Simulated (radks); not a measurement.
Ti4+, 18 electrons, occupied as [Ne] 3s1.5 3p6 4p0.5 (fractional occupations, a model configuration).

Calculated with a radial shooting solver on a logarithmic mesh with Libxc functionals: Dirac Kohn-Sham, LDA (Slater exchange, Perdew-Wang correlation), spin-unpolarised, spherical densities, point nucleus; open shells fill j = l - 1/2 first.

Energy parts (eV):
part                      energy
total                 -23042.751
kinetic                23258.408
electron-nucleus      -53810.460
Hartree                 8550.598
exchange-correlation   -1041.297

Orbitals (lengths in bohr, moments of r in powers of bohr):
| orbital | occ. | eigenvalue (eV) | <r^4> | small-component weight |
|---|---|---|---|---|
| 1s1/2 | 2 | -4916.967 | 0.0001100 | 6.18e-03 |
| 2s1/2 | 2 | -598.0925 | 0.02766 | 1.07e-03 |
| 2p1/2 | 2 | -510.3577 | 0.02174 | 1.06e-03 |
| 2p3/2 | 4 | -504.6025 | 0.02243 | 1.05e-03 |
| 3s1/2 | 1.5 | -118.6256 | 1.802 | 2.45e-04 |
| 3p1/2 | 2 | -94.7598 | 2.319 | 2.19e-04 |
| 3p3/2 | 4 | -93.9931 | 2.376 | 2.17e-04 |
| 3d3/2 | 0 | -57.1585 | 4.288 | 1.55e-04 |
| 3d5/2 | 0 | -57.0765 | 4.312 | 1.55e-04 |
| 4s1/2 | 0 | -39.6086 | 55.37 | 6.53e-05 |
| 4p1/2 | 0.5 | -33.1493 | 81.19 | 5.68e-05 |
| 4p3/2 | 0 | -33.0010 | 82.53 | 5.64e-05 |

The highest occupied level is 4p1/2 at -33.149 eV. The configuration is held as typed, so some empty levels lie below it. Summed over all electrons, <r^2> = 13.42 bohr^2, which gives a Langevin (diamagnetic) susceptibility term of -10.6 x 10^-6 cm^3/mol. The density falls to 0.001 e/bohr^3 at r = 3.34 bohr.
